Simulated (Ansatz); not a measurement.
Molecule: KF, charge 1, multiplicity 2. 
Coordinates optimised at B3LYP-D3(BJ)/def2-TZVP (Ansatz, a program for electronic structure):
```
K
F 1 3.0042
```
Charge +1, spin multiplicity 2.

Total electronic energies in hartree. Cores are frozen in the correlated levels unless marked. UHF or UKS for open shells. Spin-orbit coupling is left out. The frozen core is the preceding noble-gas configuration, with the filled d and f shells of earlier blocks. The outer core of K, Ca and their heavier congeners is not correlated, a term that matters for these elements. No relativistic terms. CBS(X,Y): correlation extrapolated as X^-3; Hartree-Fock from the larger set.

| level | program | energy (Eh) |
|---|---|---|
| BLYP/def2-TZVPD | Ansatz | ? |
| r2SCAN/def2-TZVPD | Ansatz | -699.44676 |
| LC-wPBE/def2-TZVPD | Ansatz | ? |
| SCS-MP2/def2-QZVPP | Ansatz | -698.65520 |
| CCSD/def2-TZVPP | Ansatz | -698.63007 |
| CCSD(T)/STO-3G | Ansatz | -691.01216 |
| CCSD(T)/6-31G* | Ansatz | -698.47918 |
| CCSD(T)/def2-TZVPPD | Ansatz | -698.63582 |
| CCSD(T)/CBS(def2-TZVPPD,def2-QZVPPD) | Ansatz | -698.6863 |

Question: What belongs in the gaps?

Answer: 
- BLYP/def2-TZVPD, energy (Eh): -699.51043
- LC-wPBE/def2-TZVPD, energy (Eh): -699.32491
